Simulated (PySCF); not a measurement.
# Run times: holmium in x2c-QZVPPall-2c

Measured wall times of calculations with PySCF 2.14 in x2c-QZVPPall-2c (16s16p12d6f4g1h, 213 functions), with two-component X2C-1e, run from one Python driver. Hardware: 4 threads of Intel(R) Xeon(R) 6975P-C on a shared host, 12 GiB allowed. The two-electron integrals over 213 functions were computed once and kept in memory (49 CPU seconds with the set-up); the times below exclude them.

Launch command (the driver calls PySCF for each step listed in the task file):

```bash
OMP_NUM_THREADS=4 python sorun2.py TASK.json OUT
```

```tsv
species	step	iterations	wall time (s)
Ho³⁺ [Xe] 4f10	GHF, spin-free	7	15
Ho³⁺ [Xe] 4f10	GMP2 (36 electrons), spin-free		21
Ho³⁺ [Xe] 4f10	GHF, screened spin-orbit	18	57
Ho³⁺ [Xe] 4f10	GMP2 (36 electrons), screened spin-orbit		9.4
Ho⁴⁺ [Xe] 4f9	GHF, spin-free	8	16
Ho⁴⁺ [Xe] 4f9	GMP2 (35 electrons), spin-free		8.8
Ho⁴⁺ [Xe] 4f9	GMP2 (35 electrons), screened spin-orbit		8.4
```

Roughly how long does GHF, screened spin-orbit take for Ho⁴⁺ [Xe] 4f9 here?

About 110 s.

Peak memory of the process: 3.2 GiB. Times on a shared host vary from run to run.
